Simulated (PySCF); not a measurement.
Isomers of C6H8F3N, from PBE0-D3(BJ)/def2-SVP geometry optimisation, gas phase (PySCF). One conformer each, no zero-point energy, no frequencies.

**Question.** Which is lower in electronic energy at this level?
A. `[NH2:1][C@:2]12[CH2:3][C@:4]([C:5]([F:6])([F:7])[F:8])([CH2:9]1)[CH2:10]2` with H–N1–C2–C3 63° and -178°: A = 2957, B = 861.1, C = 860.2 MHz, dipole 3.05 D
B. `[F:1][C:2]([F:3])([F:4])[C@@H:5]1[CH2:6][CH2:7][CH:8]=[N:9][CH2:10]1` with C2–C5–C6–C7 177°, C5–C6–C7–C8 42°, C6–C7–C8–N9 -13°, C8–N9–C10–C5 -15°: A = 2612, B = 921.2, C = 793.5 MHz, dipole 2.46 D

**Answer.** B. That is `FC(F)(F)[C@@H]1CCC=NC1`, 35.7 kcal/mol below the other.

```
                      SMILES                                                              mapped SMILES      E (Eh)  relative (kcal/mol)  relative (kJ/mol)  dipole (D)
      FC(F)(F)[C@@H]1CCC=NC1       [F:1][C:2]([F:3])([F:4])[C@@H:5]1[CH2:6][CH2:7][CH:8]=[N:9][CH2:10]1  -586.70178                  0.0                0.0        2.46
N[C@]12C[C@](C(F)(F)F)(C1)C2  [NH2:1][C@:2]12[CH2:3][C@:4]([C:5]([F:6])([F:7])[F:8])([CH2:9]1)[CH2:10]2  -586.64493                 35.7              149.3        3.05
```

As drawn, the lower has a C=N bond, which the higher lacks; the higher has a four-membered ring, an N–H bond and a quaternary carbon, which the lower lacks.
